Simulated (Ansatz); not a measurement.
Geometry optimisation, RKS BHLYP-D4/def2-SVP (Ansatz).

Input:

```yaml
crystal:
  periodic: [false, false, false]
  atoms:
    - { symbol: "N", position_ang: [-0.8689, -2.2471, -0.1972] }
    - { symbol: Si, position_ang: [-0.9845, -0.4282, -0.4139] }
    - { symbol: F, position_ang: [-2.5148, 0.1599, -0.925] }
    - { symbol: "N", position_ang: [-0.2677, 0.448, 0.9967] }
    - { symbol: C, position_ang: [0.8338, 1.0234, 0.3136] }
    - { symbol: O, position_ang: [0.7335, 2.4419, 0.3675] }
    - { symbol: Se, position_ang: [0.7755, 0.3908, -1.5431] }
    - { symbol: H, position_ang: [-1.0479, -2.601, -1.1586] }
    - { symbol: H, position_ang: [0.0687, -2.4252, 0.0956] }
    - { symbol: H, position_ang: [-0.0042, -0.2901, 1.6947] }
    - { symbol: H, position_ang: [1.769, 0.6941, 0.8354] }
    - { symbol: H, position_ang: [1.5844, 2.7784, -0.0317] }
basis:
  gaussian: { orbitals: def2-SVP }
hamiltonian:
  xc: { name: BHLYP }
  dispersion: d4
relax:
  f_tol: 0.015
  max_steps: 40
```

Command:

```bash
$ ansatz run input.yaml --threads 2 --pin off --max-ram 3072MiB --backend cpu --events-out ev --progress --plain --runs-dir out
```

**Question.** Where does it end, and by what steps?

**Answer.** The forces met the threshold. After 12 steps the energy has fallen by 1.478 eV; H8 moved furthest, 0.70 Å.

| step | energy less start (eV) | largest force component (eV/Å) | accepted |
| --- | --- | --- | --- |
| 0 | 0.0000 | 2.921 | yes |
| 1 | -0.8108 | 1.898 | yes |
| 2 | -1.1688 | 1.080 | yes |
| 3 | -1.3054 | 0.768 | yes |
| 4 | -1.3514 | 2.079 | yes |
| 5 | -1.4229 | 0.912 | yes |
| 6 | -1.4530 | 0.233 | yes |
| 7 | -1.4664 | 0.150 | yes |
| 8 | -1.4732 | 0.445 | yes |
| 9 | -1.4715 | 0.333 | no |
| 10 | -1.4773 | 0.066 | yes |
| 11 | -1.4778 | 0.019 | yes |
| 12 | -1.4781 | 0.013 | yes |

```xyz
12
Properties=species:S:1:pos:R:3
N -0.879 -2.236 -0.406
Si -0.720 -0.557 -0.476
F -2.213 -0.084 -0.856
N 0.016 0.204 0.861
C 0.993 1.088 0.319
O 0.639 2.394 0.540
Se 0.912 0.504 -1.629
H -1.658 -2.706 -0.833
H -0.109 -2.848 -0.203
H -0.244 0.328 1.826
H 2.011 0.884 0.670
H 1.327 2.975 0.222
```

Whether the end is a true minimum wasn't checked by a vibrational analysis.

The run took 83 s on 2 threads of Arm Neoverse V2, on a shared host, peak memory 0.48 GiB.
